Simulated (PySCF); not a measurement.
C2H7ClSi, SMILES [SiH3]CCCl (GFN2-xTB optimised geometry):

```
11

Si     0.708    -1.368    -0.001
C     -0.005     0.402     0.000
C     -1.515     0.402     0.000
Cl    -2.166     2.074     0.000
H      2.166    -1.271     0.002
H      0.241    -2.074     1.193
H      0.247    -2.070    -1.200
H      0.354     0.946    -0.875
H      0.354     0.945     0.875
H     -1.919    -0.080    -0.890
H     -1.919    -0.079     0.890
```

Level of theory: B3LYP/def2-TZVP run with PySCF 2.14.0.

What are the frontier orbital energies and the dipole moment?

HOMO-2 -9.04 eV, HOMO-1 -8.10 eV, HOMO -7.99 eV, LUMO 0.05 eV, LUMO+1 0.35 eV; dipole moment 1.70 D.

Meta-Löwdin charges at B3LYP/def2-TZVP: Si1 0.52, C2 -0.43, C3 -0.14, Cl4 -0.15, H5 -0.10, H6 -0.10, H7 -0.10, H8 0.12, H9 0.12, H10 0.13, H11 0.13.
